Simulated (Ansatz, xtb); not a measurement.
## C4H5FOS: which of two isomers lies lower

Structure X: `FC[C@@H]1CC(=S)O1`, a singlet. Structure Y: `O=C1CCS[C@@H]1F`, a singlet. Both are isolated molecules in the gas phase, relaxed with PBE0-D3(BJ)/def2-SVP; the shapes shown needn't be the lowest conformers.

X (Å):

```xyz
12

C     0.0068    0.8678   -0.7213
C     0.1436   -0.4374    0.0227
C    -0.5702   -0.5645    1.3690
C     0.8380   -0.6112    1.9172
F    -1.2542    0.9404   -1.2470
O     1.4230   -0.5059    0.6997
S     1.5467   -0.7432    3.3528
H     0.7504    0.9271   -1.5334
H     0.1690    1.7142   -0.0319
H     0.0206   -1.2932   -0.6590
H    -1.1484   -1.4837    1.5341
H    -1.1633    0.3033    1.6913
```

Y (Å):

```csv
atom,x (Å),y (Å),z (Å)
C,-1.0730,0.0340,-0.8159
C,-1.6373,-0.4715,0.5036
C,-1.6664,0.6754,1.5034
C,-0.9017,1.5597,-0.7920
F,-2.1084,2.1209,-1.1394
O,-0.7698,-0.6522,-1.7508
S,-0.4502,1.9130,0.9007
H,-2.6308,-0.9096,0.3186
H,-0.9851,-1.2923,0.8389
H,-2.6530,1.1561,1.5598
H,-1.3675,0.3757,2.5163
H,-0.1246,1.8946,-1.4935
```

Quicker runs give these differences E(Y) − E(X): GFN2-xTB −9.8 kcal/mol; HF/STO-3G −26.7 kcal/mol (at GFN2-xTB geometries); r2SCAN-D4/def2-SVP −18.3 kcal/mol (at GFN2-xTB geometries).

Task: Estimate E(Y) − E(X) at the level CCSD(T)/def2-SVP + ΔMP2/def2-TZVPP.

Result: Calculated at CCSD(T)/def2-SVP + ΔMP2/def2-TZVPP: E(Y) − E(X) = −20.0 kcal/mol, so structure Y lies lower.

How the difference moves with the method:

```tsv
level	geometry	E(Y) − E(X) (kcal/mol)	departure from the last row (kcal/mol)	job, with rough time for the two
GFN2-xTB	GFN2-xTB	−9.8	+10.2	optimisation, 0.39 s
HF/STO-3G	GFN2-xTB	−26.7	−6.7	single point, 0.94 s
r2SCAN-D4/def2-SVP	GFN2-xTB	−18.3	+1.7	single point, 4.6 s
PBE0-D3(BJ)/def2-SVP	PBE0-D3(BJ)/def2-SVP	−19.4	+0.6	optimisation, 2.6 min
HF/def2-SVP	PBE0-D3(BJ)/def2-SVP	−19.1	+0.9	part of the CCSD(T) run
MP2/def2-SVP	PBE0-D3(BJ)/def2-SVP	−19.6	+0.4	part of the CCSD(T) run
CCSD(T)/def2-SVP	PBE0-D3(BJ)/def2-SVP	−19.1	+0.9	single point
CCSD(T)/def2-SVP + ΔMP2/def2-TZVPP	PBE0-D3(BJ)/def2-SVP	−20.0		single point, 74 s
```

As drawn, Y has 1 C=O, 2 C–S in place of 1 C=S, 2 C–O. Structure X has a 4-membered ring, Y a 5-membered ring.

The levels shown agree on the order. The largest departure from CCSD(T)/def2-SVP + ΔMP2/def2-TZVPP is that of GFN2-xTB, 10.2 kcal/mol. The last row adds to CCSD(T) the change of the MP2 difference between the two basis sets, here −0.9 kcal/mol.

With thermal terms from frequencies at re-optimised GFN2-xTB minima (ideal gas, soft modes damped towards free rotors, one conformer each, 298.15 K, 1 atm): on the last row, ΔE + ΔZPE = −20.3, ΔH = −20.4, ΔG = −20.0 kcal/mol.

The correlated steps freeze 11 core orbitals. Run with Ansatz 0.2.0, xtb 6.7.1; the last row on 2 threads of Intel(R) Xeon(R) Processor @ 2.70GHz on a shared host.
